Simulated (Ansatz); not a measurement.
`[OH][GeH2][F]` + `C=CC` → `C=C[CH2][GeH2][F]` + H₂O at 400 K and 1 bar (formal exchange of groups at a Ge–O bond).

Program: Ansatz. Geometries: PBE0-D4/def2-TZVP. ΔE: electronic, gas phase. CBS: MP2 limit from def2 TZ/QZ plus the TZ coupled-cluster correction, frozen cores. This one scheme is used for every species. For Ge outer-core shells are correlated without core-valence functions, which leaves a few kJ/mol of doubt a bond. Scalar relativity is left out up to krypton. One conformer a species, not always the lowest.

```csv
species,CCSD(T)/CBS energy (Eh),H − E (kJ/mol),S (J/(mol·K))
`[OH][GeH2][F]`,-2252.93819,106.2,313.8
`C=CC`,-117.74610,229.7,285.2
`C=C[CH2][GeH2][F]`,-2294.28873,265.9,391.9
H₂O,-76.37941,69.8,198.6
```

H − E and S are ideal-gas, rigid-rotor, harmonic terms from PBE0-D4/def2-TZVP, for one conformer and one mirror image of each species. 1 Eh = 2625.50 kJ/mol, R = 8.31446 J/(mol·K).

Question: By hand: ΔE, ΔH, ΔS and ΔG.

Answer: ΔE = (-2294.28873) + (-76.37941) − (-2252.93819) − (-117.74610) = 0.01615 Eh = 42.4 kJ/mol. Δ(H − E) = 265.9 + 69.8 − 106.2 − 229.7 = -0.2, so ΔH = 42.2 kJ/mol. ΔS = 391.9 + 198.6 − 313.8 − 285.2 = -8.5 J/(mol·K). ΔG = 42.2 − 400 × (-8.5)/1000 = 45.6 kJ/mol.

Question: By hand: the equilibrium constant, and the temperature at which ΔG would vanish if ΔH and ΔS stayed fixed.

Answer: log₁₀ K = −ΔG/(RT ln 10) = -6.0. ΔH and −TΔS have one sign here, so there is no such temperature.

The number of gas molecules stays the same, so ΔS is small and ΔH decides. A doubt of 5 kJ/mol in ΔE shifts log₁₀ K by 0.7 here. Other conformers and mirror images would add mixing entropy, several J/(mol·K) or more a flexible species. Modes under 60 cm⁻¹, often nearly free rotors, make the harmonic entropy too high. These are equilibria of isolated gas molecules and say nothing of rates. Largest T1 diagnostic: 0.012 (customary marks: 0.02 for closed shells, 0.045 for open ones).

ΔS is within the doubt of such terms, so its sign, and with it that verdict, could turn.
